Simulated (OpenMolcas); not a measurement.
Re6+ among 2 point charges of -3 e arranged as a linear pair (D∞h).

```
Program             : OpenMolcas
Method              : SS-CASPT2, IPEA 0.25 Eh, imaginary shift 0.1 Eh (closed shells correlated: 5s 5p)
Basis               : ANO-RCC-VDZP [7s6p4d2f1g]
Scalar Hamiltonian  : DKH2, point nucleus
Active space        : 1 electron in 5 orbitals (5d)
State averaging     : 2S+1 = 2 even, 5 roots
Spin-orbit coupling : state interaction with AMFI integrals over the reference wave functions
```

All point charges move together. At R = 1.65 Å the first state of the same spin is 34860 cm-1, and at R = 1.82 Å it is 27190 cm-1.

Problem. A third run gives 23020 cm-1. What distance was it run at?

Solution. With a power law R^-n the two known points give n = -ln(27190 / 34860) / ln(1.82 / 1.65) = 2.53. Then R = 1.65 × (34860 / 23020)^(1/2.53) = 1.944 Å. The run was at 1.94 Å, so the estimate is off by +0.004 Å.

Free-ion shares, where given, are those of the reference states; single-state CASPT2 does not remix them. Point charges carry no covalency, so the field is a model and not that of real ligands. No measured value stands beside these numbers.
